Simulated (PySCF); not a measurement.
These are PySCF with PBE-D3(BJ)/def2-TZVP // B3LYP-D3(BJ)/def2-SVP values and carry that method's errors. Gas-phase values, no solvent. One relaxed conformer stands for a flexible species; it need not be the lowest. Excitations are Tamm–Dancoff values on a coarser integration grid. The basis has no diffuse functions, so Rydberg states are missing or too high.

Reference species (SMILES): `Br[Si](Br)(Br)Br` (neutral, multiplicity 1).

```
Quantity                 Result
----------------------  -------
S1 excitation (TDA)     4.77 eV
HOMO–LUMO gap           4.64 eV
S1 oscillator strength    0.000
```

After one change: the S1 excitation (TDA) rises by 0.47 eV; the HOMO–LUMO gap goes up by 0.46 eV; the S1 oscillator strength hardly moves.

### Question
Which change was made? The new species is one of these.
(A) `CO[Si](OC)(OC)OC`
(B) `CO[Si](Br)(Br)OC` (C–O–Si–Br torsion -59°, Br–Si–O–C torsion -57°)
(C) `CO[Si](Br)(OC)OC`
(D) `CO[Si](Br)(Br)Br` (C–O–Si–Br torsion 60°)

### Answer
D, `CO[Si](Br)(Br)Br` (C–O–Si–Br torsion 60°)
